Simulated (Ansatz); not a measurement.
`O[SiH](O)O[SiH](O)Cl` and `O[SiH](O)O[SiH](O)F` differ in one atom or group.

Ansatz, PBE0-D4/def2-TZVP geometries, multiplicity 1. Each molecule was computed in one conformer, which needn't be the lowest.

| property | `O[SiH](O)O[SiH](O)Cl` |
| --- | --- |
| HOMO–LUMO gap (B3LYP/def2-TZVPP) / eV | 9.24 |
| HOMO–LUMO gap (PBE/def2-TZVPP) / eV | 7.32 |
| LUMO energy (B3LYP/def2-TZVPP) / eV | 0.16 |
| HOMO–LUMO gap (PBE0/def2-TZVPP) / eV | 9.83 |
| HOMO–LUMO gap (ωB97M-V/def2-TZVPP) / eV | 13.67 |
| size of the dipole moment (B3LYP/def2-TZVPP) / D | 0.78 |

Task: What does the change do to each property? (Estimate.)

Result: Computed: 
| property | `O[SiH](O)O[SiH](O)F` | shift |
| --- | --- | --- |
| HOMO–LUMO gap (B3LYP/def2-TZVPP) / eV | 9.32 | 0.08 |
| HOMO–LUMO gap (PBE/def2-TZVPP) / eV | 7.41 | 0.09 |
| LUMO energy (B3LYP/def2-TZVPP) / eV | 0.21 | 0.05 |
| HOMO–LUMO gap (PBE0/def2-TZVPP) / eV | 9.93 | 0.10 |
| HOMO–LUMO gap (ωB97M-V/def2-TZVPP) / eV | 13.75 | 0.08 |
| size of the dipole moment (B3LYP/def2-TZVPP) / D | 0.68 | -0.10 |

Dipoles are sizes alone; their direction can turn.

B3LYP here is the variant with VWN-RPA as its local correlation; programs differ in this.
